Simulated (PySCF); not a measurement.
**Stretching HgB**

Set-up: PySCF, scalar-relativistic core potentials, basis sets Hg cc-pVDZ-PP with ECP60, B cc-pVDZ. Energies in eV from Hg + B in their ground configurations at the same level. All curves are PBE0. state 1: ²Π (doublet), unpaired electrons π ↑; state 2: doublet, unpaired electrons σ ↑, a second solution, started from another occupation; state 3: quartet, unpaired electrons σ ↑, π ↑↑, a second solution, started from another occupation.

```json
{"R (Å)": "2.042", "state 1": "-0.1082", "state 2": "0.8047", "state 3": "1.3228"}
{"R (Å)": "2.137", "state 1": "-0.2511", "state 2": "0.5414", "state 3": "1.3689"}
{"R (Å)": "2.232", "state 1": "-0.3206", "state 2": "0.3663", "state 3": "1.4878"}
{"R (Å)": "2.303", "state 1": "-0.3416", "state 2": "0.2744", "state 3": "1.6049"}
{"R (Å)": "2.374", "state 1": "-0.3452", "state 2": "0.2058", "state 3": "1.7348"}
{"R (Å)": "2.445", "state 1": "-0.3370", "state 2": "0.1542", "state 3": "1.8703"}
{"R (Å)": "2.540", "state 1": "-0.3150", "state 2": "0.1038", "state 3": "2.0508"}
{"R (Å)": "2.659", "state 1": "-0.2788", "state 2": "0.0600", "state 3": "2.2639"}
{"R (Å)": "2.801", "state 1": "-0.2324", "state 2": "0.0245", "state 3": "2.4892"}
{"R (Å)": "2.991", "state 1": "-0.1757", "state 2": "-0.0060", "state 3": "2.7297"}
```

Q: Put a parabola through the three lowest points of the state 1 curve and estimate Re, k and ωe (reduced mass 10.44 u; 1 eV/Å² = 0.16022 mdyn/Å; ωe = 1302.8·√(k/μ) cm⁻¹).

A: Through R = 2.303, 2.374, 2.445 Å the second-order coefficient is 1.17 eV/Å², so Re ≈ 2.360 Å, k ≈ 0.375 mdyn/Å and ωe ≈ 247 cm⁻¹. A polynomial fit of higher order to the unrounded PBE0 energies gives Re = 2.356 Å, k = 0.406 mdyn/Å, ωe = 257 cm⁻¹; anharmonicity and rounding make the difference.

The higher-order fit for each curve: state 1: Re = 2.356 Å, ωe = 257 cm⁻¹, De = 0.346 eV. State 2 gave no clean fit. State 3 gave no clean fit.

The bond is weak. Basis-set superposition, not corrected here, can be much of De in a small basis, most of all at correlated wavefunction levels. Functionals without a dispersion term scatter widely for such bonds, and LDA overbinds them. Spin–orbit coupling is left out, which matters for elements this heavy, above all for dissociation energies. The state is the lowest determinant that a PBE0 search found; another state may lie lower at other levels.
